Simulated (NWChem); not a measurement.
# C₅H₅F; SMILES C#C/C(F)=C/C

```xyz
11

C      0.4269    -2.6851     0.0000
C      0.1701    -1.4997     0.0000
C     -0.1443    -0.1094     0.0000
F     -1.4590     0.1552     0.0000
C      0.7503     0.8889     0.0000
C      0.4029     2.3357     0.0000
H      0.6572    -3.7346     0.0000
H      1.8029     0.5941     0.0000
H      0.8259     2.8414     0.8840
H     -0.6841     2.4882     0.0000
H      0.8259     2.8414    -0.8840
```
Atoms are numbered in this order, from 1.

Structure relaxed at the PBE0/def2-SVP level.

**Question.** Give the principal values of the shielding tensors (ppm) of C1, C2, C3, F4, C5 from KT2/pcSseg-1, GIAO (NWChem), with their diamagnetic and paramagnetic parts as GIAO splits them.

**Answer.** 
```csv
atom,σ11,σ22,σ33,isotropic,diamagnetic,paramagnetic
C1,45.1,61.7,207.2,104.7,257.5,-152.8
C2,18.1,19.3,289.8,109.1,251.5,-142.4
C3,-36.0,80.4,81.5,42.0,251.6,-209.7
F4,194.6,267.2,361.4,274.4,480.1,-205.6
C5,-27.7,89.6,146.9,69.6,257.4,-187.8
```
